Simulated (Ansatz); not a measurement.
Molecule: C₅H₇Si, net charge 0, doublet state. It need not be the lowest isomer of its formula. 
Geometry from a B3LYP-D3(BJ)/def2-TZVP (Ansatz, a program for electronic structure) optimisation:
```
C
C 1 1.3517
H 2 1.0810 1 126.20
C 1 1.4924 2 108.57 3 180.00
C 4 1.3276 1 106.74 2 0.00
H 4 1.0797 5 128.33 1 180.00
C 5 1.4892 4 113.63 6 180.00
H 7 1.0947 5 112.60 4 -119.54
H 7 1.0947 8 106.87 5 124.14
Si 1 1.8599 2 125.77 3 0.00
H 10 1.4813 1 108.96 2 0.00
H 10 1.4832 11 109.44 1 -121.12
H 10 1.4832 11 109.44 12 -117.76
```
Charge 0, spin multiplicity 2.

Parts of the frozen-core correlation energy in cc-pV(Q+d)Z (Ansatz, hartree). Frozen orbitals: 10; correlated occupied orbitals by spin: 16 and 15; virtual: 523 and 524. Open shells are spin-unrestricted. No spin-orbit coupling. Non-relativistic.

```json
[
 {"term": "reference (HF)", "value": "-482.34224"},
 {"term": "MP2 opposite-spin", "value": "-0.70344"},
 {"term": "MP2 same-spin", "value": "-0.20838"},
 {"term": "CCSD correlation", "value": "-0.97521"},
 {"term": "(T)", "value": "-0.05006"},
 {"term": "T1 diagnostic", "value": "0.043"},
 {"term": "largest doubles amplitude", "value": "0.061"},
 {"term": "<S^2> of the reference", "value": "1.253"}
]
```
